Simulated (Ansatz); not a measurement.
# Redistribution: SiHF3 + C2H9FSi2 → SiH(SiH3)F2 + C2H6F2Si

Gas-phase species: SiHF3 `F[SiH](F)F`, singlet; C2H9FSi2 `CC[SiH](F)[SiH3]`, singlet; SiH(SiH3)F2, singlet; C2H6F2Si `CC[SiH](F)F`, singlet. The partners trade F for SiH3; both sit on Si, so the bond types are kept.

Shapes, held fixed at every level: PBE0-D4/def2-TZVP. Flexible molecules stand in one conformer, not always the lowest. Programs: Ansatz 0.2.0. The zero-point and thermal change to 298 K, harmonic and unscaled (PBE0-D4/def2-TZVP), is 0.0 kJ/mol.

Question: Estimate ΔH(298 K) of this reaction.

Answer: The highest level, CCSD(T)/CBS estimate, gives ΔH(298 K) = +7.3 kJ/mol; the levels span -0.6 to +7.7. They disagree on the sign: 7 of 8 are positive. The column of differences is taken from that level and isn't an error. No measured value is set beside it here. The CBS estimate extrapolates MP2 from def2-TZVPP and def2-QZVPP and adds CCSD(T) − MP2 in the triple-zeta set, cores frozen.

```
               level                    kind  ΔH(298 K) (kJ/mol)  less CCSD(T)/CBS estimate
         HF/def2-SVP            Hartree–Fock                -0.6                       -7.9
   PBE-D4/def2-TZVPP                     GGA                +4.4                       -2.9
 B3LYP-D4/def2-TZVPP           global hybrid                +3.3                       -4.0
  wB97X-V/def2-TZVPP  range-separated hybrid                +3.2                       -4.1
        MP2/def2-SVP     perturbation theory                +7.2                       -0.1
       CCSD/def2-SVP   coupled cluster or CI                +5.1                       -2.2
     CCSD/def2-TZVPP   coupled cluster or CI                +7.7                       +0.4
CCSD(T)/CBS estimate   coupled cluster or CI                +7.3                        0.0
```
